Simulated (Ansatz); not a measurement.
methanol (CH4O), singlet, geometry from GFN2-xTB. Base run: PBE/def2-SVP in Ansatz (an electronic-structure program).

Input for Ansatz:
Ansatz 0.2 input:
```yaml
crystal:
  periodic: [false, false, false]
  atoms:
    - {symbol: C, position_ang: [-0.05774864, 0.65750333, 0.00623833]}
    - {symbol: O, position_ang: [-0.03498085, -0.74857812, -0.00758921]}
    - {symbol: H, position_ang: [-1.10610419, 0.95010140, 0.00407242]}
    - {symbol: H, position_ang: [0.88017380, -1.04794998, -0.00613415]}
    - {symbol: H, position_ang: [0.42182552, 1.06188832, 0.90433371]}
    - {symbol: H, position_ang: [0.43044352, 1.07956523, -0.87898825]}
basis:
  gaussian:
    orbitals: def2-SVP
hamiltonian:
  xc: pbe
```

Variants of this job, named by their change:

```json
[
 {"change": "base", "basis functions": "48", "E (Eh)": "-115.48656"},
 {"change": "basis = STO-3G", "basis functions": "14", "E (Eh)": "-114.02720"},
 {"change": "basis = 6-31+G*", "basis functions": "?", "E (Eh)": "?"},
 {"change": "basis = cc-pVDZ", "basis functions": "48", "E (Eh)": "-115.57697"},
 {"change": "basis = 6-311++G**", "basis functions": "72", "E (Eh)": "-115.61868"},
 {"change": "basis = def2-SVPD", "basis functions": "75", "E (Eh)": "-115.50537"},
 {"change": "basis = 6-311+G(2d,p)", "basis functions": "78", "E (Eh)": "-115.62130"},
 {"change": "basis = aug-cc-pVDZ", "basis functions": "?", "E (Eh)": "?"},
 {"change": "basis = def2-TZVP", "basis functions": "86", "E (Eh)": "-115.62903"},
 {"change": "basis = def2-TZVPD", "basis functions": "113", "E (Eh)": "-115.63181"},
 {"change": "basis = pcseg-2", "basis functions": "?", "E (Eh)": "?"},
 {"change": "basis = cc-pVQZ", "basis functions": "?", "E (Eh)": "?"},
 {"change": "basis = def2-QZVP", "basis functions": "234", "E (Eh)": "-115.64035"}
]
```

Q: Complete the blanks.

A: 
- basis = 6-31+G*, basis functions: 46
- basis = 6-31+G*, E (Eh): -115.57974
- basis = aug-cc-pVDZ, basis functions: 82
- basis = aug-cc-pVDZ, E (Eh): -115.59774
- basis = pcseg-2, basis functions: 116
- basis = pcseg-2, E (Eh): -115.63264
- basis = cc-pVQZ, basis functions: 230
- basis = cc-pVQZ, E (Eh): -115.63705

Totals compare only among sets that treat the same electrons; sets with core potentials leave the core out.
